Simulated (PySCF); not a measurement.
# How methods differ on the excitation energy of Ga⁺

Ga⁺ [Ar] 3d10 4s2 (1S) → Ga⁺ [Ar] 3d10 4s1 4p1 (3P), as a difference of total energies. All numbers are calculated (PySCF 2.14, scalar relativity by spin-free X2C-1e, in ANO-RCC-VTZP). Correlated levels: valence: [Ar] 3d10 frozen; valence and next inner shell: [Ne] frozen. The calculations carry no spin-orbit coupling.

```csv
method,excitation energy (eV),error (eV)
UHF,4.626,-1.360
LDA,6.541,+0.555
PBE,6.284,+0.298
PBE0,5.941,-0.045
r2SCAN,5.852,-0.134
r2SCAN0,5.681,-0.305
B97-3,6.357,+0.371
PBEsol,6.231,+0.245
wB97X-V,6.075,+0.089
MP2 (valence),5.237,-0.749
SCS-MP2 (valence),5.410,-0.576
MP2 (valence and next inner shell),5.793,-0.193
SCS-MP2 (valence and next inner shell),5.877,-0.109
```

Reference: 5.986 eV (measured; NIST levels, between the centres of gravity of the two terms).

Errors of the correlated levels include the incompleteness of this basis and the frozen core.

The basis was made for the ground configuration and has no added diffuse functions, so the excitation energy can come out too high.
